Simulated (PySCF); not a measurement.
# C₆ coefficients of unlike pairs at UHF

Calculated with PySCF 2.14 from the dipole response of each species, C₆(A,B) = (3/π) ∫ α_A(iu) α_B(iu) du, in atomic units, from isotropic polarisabilities. For ions this is the dispersion term alone; charge-induced terms of lower order in 1/R come first.

```
species           configuration                                                                            basis      relativity  α (bohr³)  C₆ (like pair)
   Xe³⁺  [Kr] 4d10 5s2 5p3 (4S)               def2-TZVPPD with the def2 core potential (28 electrons) (7s6p4d2f)  core potential      9.726           57.36
      O       [He] 2s2 2p4 (3P)                                                     aug-cc-pCVQZ-DK (9s8p6d4f2g)   spin-free X2C      4.745           13.85
   Ne²⁺       [He] 2s2 2p4 (3P)                                                     aug-cc-pCVQZ-DK (9s8p6d4f2g)   spin-free X2C     0.8285           1.031
     Ar               [Ar] (1S)  aug-cc-pCVTZ-DK with one added diffuse shell each of s, p, d, f type (9s8p6d4f)   spin-free X2C      10.77           62.29
```

(1) Estimate C₆ for Ar with Ne²⁺.

No spin-orbit coupling is included.

The other pairs:

| pair | C₆ |
| --- | --- |
| Ar, O | 29.25 |
| O, Xe³⁺ | 28.16 |
| Ar, Xe³⁺ | 59.51 |
| Ne²⁺, Xe³⁺ | 7.087 |
| Ne²⁺, O | 3.479 |

Answers

(1) The integral gives 7.082. The combination rule 2 C_A C_B / (C_A α_B/α_A + C_B α_A/α_B) gives 7.060 and the geometric mean 8.016.
